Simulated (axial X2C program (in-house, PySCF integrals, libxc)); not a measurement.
# Bond lengths and stretching modes, held linear, of MoNC

Computed with an axial X2C code built on PySCF integrals: two-component X2C with atomic mean-field Coulomb and Gaunt terms, Gaussian nuclei, basis Mo dyall-v3z, N dyall-av3z, C dyall-v3z with contracted cores. Spin-free rows use the one-electron spin-free X2C Hamiltonian.

Masses Mo 97.905, N 14.003, C 12.000 u. States: 2c Ω = 5/2 (beyond evenly filled blocks: ω = 5/2); spin-free M_S = 5/2, Λ = 0 (beyond evenly filled blocks: σα, π+α, π-α, δ+α, δ-α).

PBE0, 2c: energies above the lowest point

```json
{"r(Mo–N) (Å)": "1.9354", "r(N–C) (Å)": "1.1476", "E (meV)": "74.84"}
{"r(Mo–N) (Å)": "1.9354", "r(N–C) (Å)": "1.1770", "E (meV)": "23.62"}
{"r(Mo–N) (Å)": "1.9354", "r(N–C) (Å)": "1.2064", "E (meV)": "61.86"}
{"r(Mo–N) (Å)": "1.9850", "r(N–C) (Å)": "1.1476", "E (meV)": "45.94"}
{"r(Mo–N) (Å)": "1.9850", "r(N–C) (Å)": "1.1770", "E (meV)": "0.00"}
{"r(Mo–N) (Å)": "1.9850", "r(N–C) (Å)": "1.2064", "E (meV)": "43.83"}
{"r(Mo–N) (Å)": "1.9850", "r(N–C) (Å)": "1.2359", "E (meV)": "161.87"}
{"r(Mo–N) (Å)": "2.0346", "r(N–C) (Å)": "1.1476", "E (meV)": "57.63"}
{"r(Mo–N) (Å)": "2.0346", "r(N–C) (Å)": "1.1770", "E (meV)": "15.85"}
{"r(Mo–N) (Å)": "2.0346", "r(N–C) (Å)": "1.2064", "E (meV)": "64.07"}
{"r(Mo–N) (Å)": "2.0843", "r(N–C) (Å)": "1.1770", "E (meV)": "63.22"}
{"r(Mo–N) (Å)": "2.0843", "r(N–C) (Å)": "1.2359", "E (meV)": "241.27"}
```

Task: Fit a quadratic surface with cubic terms in each bond: where is the minimum, and what are the two stretching wavenumbers?

Result: At PBE0, 2c: bonds 1.988 and 1.177 Å; harmonic stretches 453.2 and 2095.7 cm⁻¹; force constants 2.52, 16.6 and coupling 0.49 mdyn/Å.

The other levels and Hamiltonians give:

```tsv
Hamiltonian	level	r(Mo–N) (Å)	r(N–C) (Å)	lower stretch (cm⁻¹)	upper stretch (cm⁻¹)
2c	HF	2.072	1.154	413.0	2253.1
2c	BHandHLYP	2.019	1.163	443.1	2177.1
2c	MP2	2.020	1.183	438.7	2216.8
spin-free	PBE0	1.989	1.177	453.7	2095.4
spin-free	HF	2.072	1.154	413.6	2252.7
spin-free	BHandHLYP	2.019	1.163	443.7	2176.7
spin-free	MP2	2.021	1.183	439.1	2216.6
```

Each state is one determinant, the lowest of a limited PBE0 search; the stretches come from a fit to these few points and carry an uncertainty of a few per cent. Other orders of the atoms were not compared. MP2 freezes inner shells (threshold -2 hartree). The molecule was held linear; bending was not examined, so a bent shape may lie lower. Note: several unpaired electrons, one determinant need not be a pure state.
